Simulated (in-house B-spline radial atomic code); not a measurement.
Au. Computed with a B-spline radial atomic code. Model: non-relativistic spherical atom: semilocal Troullier-Martins pseudo-atom, one channel per l, against all electrons, high spin, G0W0 and RPA with empty states to l = 8, local potential for every l without a channel, a model core (radius 0 = none) keeps its share of the functional.

The core holds an angular momentum without a channel of its own, so the local potential lets valence electrons into it.

Without relativity these are model numbers for so heavy an element.

What the tables leave out is listed at the end.

The pseudopotential gives back the lowest level of each angular momentum of its own functional in the configuration it was made in; a second state of the same l is only approximately right. Exact exchange, RPA and GW see the smooth pseudo-orbitals and miss the exchange with the core, for which the functional's share stands in. The column with an uncorrelated core keeps all orbitals and exact exchange, and so separates missing core correlation from pseudisation. Only the three outermost levels and the lowest empty one were computed. RPA here is direct RPA, with no exchange kernel, and its energies carry an (l + 1/2)⁻⁴ tail. A hybrid on a potential with a model core restores only its own semilocal share of the core's exchange.

Command:
```bash
python run_psgw.py task.json out
```
Settings (lengths in bohr, energies in hartree):
```
Z                      79
electrons              79
configuration          [Xe] 4f14 5d10 6s1
generated_in           [Xe] 4f14 5d10 6s1
functional             lda,vwn
core_shells            11
radius_factor          1.15
core_correction        False
ion_configuration      [Xe] 4f14 5d10
```

Time taken, with all properties: 120 s on 1 thread of Arm Neoverse N1 (shared host).

Given: made with LDA VWN5; model core radius 0 bohr; local radius 1.431 bohr; mean-field start LDA VWN5.

Valence shells of the generating configuration: 5p, 5d, 6s.

Channel: s 3.05, p 1.145, d 1.397 (radii in bohr).

Computed: largest level miss in the spin-unpolarised generating configuration 0 eV; valence RPA correlation energy all-electron orbitals -0.97343 hartree; pseudo-atom RPA polarisability 41.271 bohr³; ionisation by mean-field all-electron 7.759 eV; ionisation by mean-field pseudo minus all 0.005 eV; ionisation by RPA all-electron 7.6312 eV; ionisation by RPA pseudo minus all 0.892 eV.

```tsv
level	occupied	mean-field all-electron (eV)	mean-field pseudo minus all (eV)	G0W0 all-electron (eV)	G0W0 uncorrelated core minus all (eV)	G0W0 pseudo minus all (eV)	exchange self-energy all-electron (eV)	exchange self-energy pseudo (eV)
6s up	1	-4.672	0	-7.5741	0.024	-0.632	-10.674	-10.986
6s down (empty)	0	-4.0581	-0.002	-1.4939	0.023	-0.69	-3.1461	-3.4931
```

Question: What is the valence RPA correlation energy pseudo?

Answer: -1.2292 hartree.

Question: What is the all-electron RPA polarisability, core included?

Answer: 41.262 bohr³.

Given: mean-field start PBE0.

Computed: valence RPA correlation energy all-electron orbitals -0.91661 hartree; all-electron RPA polarisability, core included 39.073 bohr³; pseudo-atom RPA polarisability 34.874 bohr³; ionisation by mean-field all-electron 7.1573 eV; ionisation by mean-field pseudo minus all 0.383 eV; ionisation by RPA pseudo minus all 0.973 eV.

```json
{"level": "6s up", "occupied": "1", "mean-field all-electron (eV)": "-4.9703", "mean-field pseudo minus all (eV)": "-0.298", "G0W0 all-electron (eV)": "-7.4354", "G0W0 uncorrelated core minus all (eV)": "0.025", "G0W0 pseudo minus all (eV)": "-0.809", "exchange self-energy all-electron (eV)": "-10.206", "exchange self-energy pseudo (eV)": "-11.302"}
{"level": "6s down (empty)", "occupied": "0", "mean-field all-electron (eV)": "-2.6451", "mean-field pseudo minus all (eV)": "-0.237", "G0W0 all-electron (eV)": "-1.2473", "G0W0 uncorrelated core minus all (eV)": "0.022", "G0W0 pseudo minus all (eV)": "-0.561", "exchange self-energy all-electron (eV)": "-2.6717", "exchange self-energy pseudo (eV)": "-3.4343"}
```

Question: What is the valence RPA correlation energy pseudo?

Answer: -1.1687 hartree.

Question: What is the ionisation by RPA all-electron?

Answer: 7.4836 eV.

Given: mean-field start Hartree-Fock.

Computed: valence RPA correlation energy all-electron orbitals -0.79057 hartree; all-electron RPA polarisability, core included 34.44 bohr³; pseudo-atom RPA polarisability 21.142 bohr³; ionisation by mean-field all-electron 5.9305 eV; ionisation by mean-field pseudo minus all 1.589 eV; ionisation by RPA pseudo minus all 1.148 eV.

```csv
level,occupied,mean-field all-electron (eV),mean-field pseudo minus all (eV),G0W0 all-electron (eV),G0W0 uncorrelated core minus all (eV),G0W0 pseudo minus all (eV),exchange self-energy all-electron (eV),exchange self-energy pseudo (eV)
6s up,1,-6.0397,-1.737,-7.1056,0.022,-1.214,-8.9904,-13.027
5d down,1,-14.13,1.363,-13.862,0.126,1.233,-33.391,-26.555
5d up,1,-14.215,1.033,-13.961,0.123,0.996,-33.094,-26.679
```

Question: What is the valence RPA correlation energy pseudo?

Answer: -1.0281 hartree.

Question: What is the ionisation by RPA all-electron?

Answer: 7.0959 eV.

Among the listed levels the largest G0W0 shift of the pseudo-atom is +1.23 eV, for 5d down on the Hartree-Fock start, while leaving the core uncorrelated moves that level by +0.13 eV. So pseudisation and the lost core exchange, not the missing core correlation, make the error. Not in the tables (levels of low weight, unsolved or above zero; the highest and the empty levels are kept at any weight): on LDA the G0W0 levels 5d down (pseudo minus all +0.79 eV, weights 0.48 and 0.04), 5d up (pseudo minus all +0.35 eV, weights 0.07 and 0.38); on PBE0 the G0W0 levels 5d down (pseudo minus all +0.69 eV, weights 0.78 and 0.74), 5d up (pseudo minus all +0.49 eV, weights 0.54 and 0.69).
